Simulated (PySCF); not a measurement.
**From computed data to an observable: chemical shift, span and skew from a shielding tensor**

CH4AlBrO, SMILES [CH3][Al]([OH])[Br]. Atoms are numbered in the order given.

```xyz
8

Al    -0.1062    -0.9480     0.0000
Br     0.0900     1.3176     0.0000
C      1.4550    -2.1031     0.0000
H      2.0858    -1.9161    -0.8859
H      1.1645    -3.1659     0.0000
H      2.0858    -1.9161     0.8859
O     -1.6680    -1.6306     0.0000
H     -2.4933    -1.1312     0.0000
```
Charge 0, spin multiplicity 1.

Geometry optimised at TPSSh-D3(BJ)/def2-SVP. The structure was generated by enumeration; whether it is a known compound was not checked. The values are those of a single conformer.

GIAO shieldings from PBE/pcSseg-1 in PySCF, non-relativistic, no solvent. The symmetric part of the tensor of C3 has the principal values 185.8, 187.6, 203.6 ppm. The same nucleus in TMS has σ = 182.0 ppm at this level (PySCF, at its B3LYP-D3(BJ)/def2-TZVP geometry). Without spin–orbit terms, shifts of atoms bonded to Cl or Br come out too high.

Q: Work out the isotropic shielding, the ¹³C shift against TMS, the span and the skew.

A: 
σ(iso) = (σ11 + σ22 + σ33)/3 = 192.3 ppm. δ = σ(ref) − σ(iso) = 182.0 − (192.3) = -10.3 ppm.
Span Ω = σ33 − σ11 = 17.8 ppm. Skew κ = 3(σ(iso) − σ22)/Ω = 0.80. Tumbling in solution averages the tensor to δ; in a static solid the shielding alone would spread this spin-1/2 line over Ω.
